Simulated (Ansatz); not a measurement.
`N[BH][GeH]([OH])[F]` + `CBr` → `NBBr` + `[CH3][GeH]([OH])[F]`  (formal exchange of groups at a B–Ge bond)

Computed with Ansatz on PBE0-D4/def2-TZVP structures; ΔE is electronic, products minus reactants. CBS: MP2 limit from def2 TZ/QZ plus the TZ coupled-cluster correction, frozen cores. Functionals use def2-TZVPP. B3LYP here is the variant with VWN-RPA as its local correlation; programs differ in this. For Br, Ge outer-core shells are correlated without core-valence functions, which leaves a few kJ/mol of doubt a bond. Scalar relativity is left out up to krypton. Each species was taken in one conformer, which may not be the lowest.

`N[BH][GeH]([OH])[F]`:

Cartesian coordinates in Å:
```
N 1.553 -0.862 -0.229
B 0.905 0.325 -0.496
Ge -0.835 0.607 0.584
O -2.330 0.629 -0.371
F -0.895 -0.868 1.554
H 2.408 -1.146 -0.680
H 1.205 -1.523 0.450
H 1.345 1.089 -1.302
H -1.033 1.757 1.581
H -2.323 -0.006 -1.091
```

`CBr`:

Cartesian coordinates in Å:
```
C -0.053 0.013 0.177
Br 0.499 -0.124 -1.670
H -0.570 0.960 0.303
H 0.838 -0.028 0.797
H -0.714 -0.821 0.392
```

`NBBr`:

Z-matrix (Å, degrees):
```
N
B 1 1.380
H 1 1.006 2 123.3
H 1 1.006 2 122.1 3 -180.0
Br 2 1.931 1 119.6 3 -0.0
H 2 1.190 1 122.0 3 180.0
```

`[CH3][GeH]([OH])[F]`:

Cartesian coordinates in Å:
```
C 0.883 -0.949 0.290
Ge -0.585 0.279 0.099
O -0.283 1.220 -1.365
F -0.543 1.399 1.435
H 1.818 -0.388 0.266
H 0.879 -1.669 -0.529
H 0.808 -1.482 1.237
H -2.016 -0.283 0.114
H -0.960 1.875 -1.546
```

CCSD(T)/CBS gives -140.5 kJ/mol.

**Question.** Another level gave -140.6 kJ/mol. Which?
A. PBE/def2-TZVPP
B. B3LYP/def2-TZVPP
C. HF/def2-TZVPP
D. r2SCAN/def2-TZVPP

**Answer.** D. r2SCAN -140.6, PBE -127.7, HF/def2-TZVPP -149.8, B3LYP -132.0 kJ/mol.

Largest T1 diagnostic among the species: 0.013.

From PBE to PBE0 (25 % exact exchange), in def2-TZVPP and without D4, ΔE moves by −8.5 kJ/mol.
